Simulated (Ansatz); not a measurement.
Basis sets compared for the cluster Tl2H2⁻. Total charge -1; doublet. Geometry r2SCAN-D4/def2-TZVPD. Ansatz on 4 threads of AMD EPYC 9R45 on a shared host; times are rough, and most runs start from earlier orbitals.

```
atom   x (Å)   y (Å)   z (Å)
 Tl1  -1.006   0.495   1.109
 Tl2   0.376  -0.674  -1.375
  H3   0.238   1.207  -0.436
  H4   0.393  -1.028   0.702
```

In the def2 sets Tl takes a core potential; there is no spin–orbit coupling. At PBE-D4/def2-SVPD, PBE-D4/def2-TZVPD, PBE0-D4/def2-SVPD, PBE0-D4/def2-TZVPD the highest occupied level of the charge -1 doublet lies above zero (up to 1.22 eV). By energy differences its removal costs 0.83 eV (vertical, to the charge 0 singlet, at CCSD(T)/def2-TZVPPD). The structure comes from a short search, and lower isomers may exist.

| level | functions | energy (Eh) | HOMO (eV) | LUMO (eV) | wall time |
| --- | --- | --- | --- | --- | --- |
| PBE-D4/def2-SVPD | 80 | -346.3183 | 1.22 | 1.83 | 0.5 s |
| PBE0-D4/def2-SVPD | 80 | -346.2441 | 0.62 | 2.46 | 0.65 s |

(1) Estimate the rows for PBE-D4/def2-TZVPD, PBE0-D4/def2-TZVPD.

Answers

(1) 
| level | functions | energy (Eh) | HOMO (eV) | LUMO (eV) | wall time |
| --- | --- | --- | --- | --- | --- |
| PBE-D4/def2-TZVPD | 130 | -346.3350 | 1.10 | 1.68 | 0.7 s |
| PBE0-D4/def2-TZVPD | 130 | -346.2576 | 0.54 | 2.31 | 0.95 s |
